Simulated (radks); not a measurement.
The mean radii <r> (bohr) of the occupied orbitals of an atom or ion are listed with their occupations. Calculated with a radial shooting solver on a logarithmic mesh with Libxc functionals: Dirac Kohn-Sham, BLYP, spin-unpolarised, spherical densities, finite nucleus; Fermi nuclear charge, rms radius of each element as measured or else 0.836 A^(1/3) + 0.57 fm.

orbital      occ.      <r>
1s1/2           2  0.03609
2s1/2           2   0.1577
2p1/2           2   0.1346
2p3/2           4   0.1391
3s1/2           2   0.4432
3p1/2           2   0.4387
3p3/2           4   0.4492
3d3/2           4   0.4310
3d5/2           6   0.4345
4s1/2           2    1.149
4p1/2           2    1.262
4p3/2           4    1.292
4d3/2         0.8    1.874
4d5/2         1.2    1.893
5s1/2           2    3.314
5p1/2    0.333333    4.386
5p3/2    0.666667    4.513

Name the element and its charge. Open shells, if any, are shared by 2j + 1.

Answer. Z = 41, niobium, charge 0: Nb in [Kr] 4d2 5s2 5p1. The 1s radius gives Z: for a bare nucleus <r> = (2 gamma + 1)/(2Z) with gamma = sqrt(1 - (Z/c)^2), 0.03547 bohr for Z = 41, and screening makes it slightly larger (0.03609 here). The occupations add up to 41, and the charge is Z minus that.
